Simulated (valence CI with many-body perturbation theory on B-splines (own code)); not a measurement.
## Questions on Hf LIX

Method: relativistic CI+MBPT: four valence electrons over a frozen Dirac-Fock core [Ne], a basis of 11 s, 11 p, 10 d, 8 f, 5 g, 2 h functions for each j, with the one-electron correlation potential Σ1, the two-electron term Σ2, the three-electron term Σ3, Breit, model QED; selected CI, second order for the rest, scaled by the run's own slope (own B-spline code, finite nucleus).

No measured spectrum was set against this ion. As an estimate, large intervals hold to a few tenths of a per cent, small ones and those within an open d or f shell to about a per cent. Among the levels kept, up to 560 cm⁻¹ of a level comes from second order outside the variational space, and about a tenth of that is noise between levels of different J, which matters for small intervals.

Levels are named by their leading jj configuration (3d3/2^4 stands for four electrons in 3d with j = 3/2), which in mixed levels can hold well under half, so a name can repeat and another be missing.

Rates and lifetimes use the calculated energies. Strong lines usually hold to 10 to 20 %, long lifetimes can be off by a factor of two.

**Question.** What is the ground level?

**Answer.** (3s^2 3p1/2^2) J=0, composition 69 % 3s2 3p2 3P + 31 % 3s2 3p2 1S.

**Question.** Name the longest-lived excited levels whose lifetime is computed, and their main decay.

**Answer.** (3s^2 3p1/2 3p3/2) J=2 at 313.2 eV lives 369 ns, mostly by E2 to (3s^2 3p1/2^2) J=0; (3s^2 3p1/2 3p3/2) J=1 at 304.1 eV lives 5.58 ns, mostly by M1 to (3s^2 3p1/2^2) J=0; (3s^2 3p3/2 3d5/2) J=4 at 905.1 eV lives 3.67 ns, mostly by M1 to (3s^2 3p1/2 3d5/2) J=3.

**Question.** Where does the other parity begin?

**Answer.** At (3s 3p1/2^2 3p3/2) J=2, 465.4 eV.

**Question.** How well does LS coupling describe the low levels?

**Answer.** Among the lowest 20 levels the leading LS term, summed over configurations, holds 58 % on average. For single configurations the figures are 55 % in LS and 93 % in jj coupling. Terms mix most in the J = 2 level at 780.9 eV, where the leading one holds 28 %.

**Question.** What is the ionisation energy?

**Answer.** 6150.5 eV; NIST lists 6149 ± 6 eV (theoretical).
